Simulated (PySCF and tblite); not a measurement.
Values are calculated unless marked as measured or tabulated.
C7H14N3 (charge +1), numbered as in [CH3:1][c:2]1[c:3]([NH3+:4])[cH:5][n:6][n:7]1[CH:8]([CH3:9])[CH3:10].

The ensemble was built from 60 distance-geometry starts (ETKDG and KDG, MMFF94s, GFN2-xTB) and rests on GFN2-xTB geometries. Free energies are B3LYP-D3(BJ)/def2-SVP (IEF-PCM, chloroform) single points with GFN2-xTB rigid-rotor and vibrational terms (modes under about 100 cm⁻¹ blended into free rotors). Symmetry numbers and mirror images are counted. Conformers within 3 kcal/mol (GFN2-xTB free energy) were kept, 8 at most. GIAO shieldings: wB97X-D/pcSseg-1 (IEF-PCM, chloroform). Shifts are against TMS (¹H), TMS (¹³C) at the same level. Codes: tblite and PySCF.

(1) Predict the averaged NMR shifts at 298.15 K.

(2) How do the conformers differ?

(3) Which signal moves most, for its nucleus, between 200 and 400 K through the change of populations alone?

H on N, O and S are left out: they exchange, and hydrogen bonds move them by several ppm. The ion is treated without a counter-ion. Shifts are unscaled: against experiment ¹³C can be off by 15 ppm or more and ¹H by 0.8 ppm.

## Answers

(1) ¹H: 7.82 (H5, 1H), 4.44 (H8, 1H), 2.56 (H1, 3H), 1.62 (H9/H10, 6H) ppm. ¹³C: 142.3 (C2), 138.2 (C5), 116.1 (C3), 54.5 (C8), 25.6 (C9/C10), 11.1 (C1) ppm.

(2) Torsions listed: N6–N7–C8–C9. Of a mirror pair one member is shown.
```tsv
conformer	shape	weight %
1	61°	96.0
2	-107°	4.0
```

| signal | 1 | 2 | average |
| --- | --- | --- | --- |
| H1 | 2.55 | 2.68 | 2.56 |
| H5 | 7.82 | 7.66 | 7.82 |
| H8 | 4.42 | 4.94 | 4.44 |
| H9/H10 | 1.62 | 1.63 | 1.62 |
| C1 | 11.0 | 12.1 | 11.1 |
| C2 | 142.3 | 142.3 | 142.3 |
| C3 | 116.0 | 118.8 | 116.1 |
| C5 | 138.3 | 136.9 | 138.2 |
| C8 | 54.2 | 62.1 | 54.5 |
| C9/C10 | 25.7 | 23.1 | 25.6 |

(3) C8: 54.2 ppm at 200 K, 54.3 ppm at 250 K, 54.5 ppm at 298.15 K, 54.7 ppm at 350 K, 54.9 ppm at 400 K.
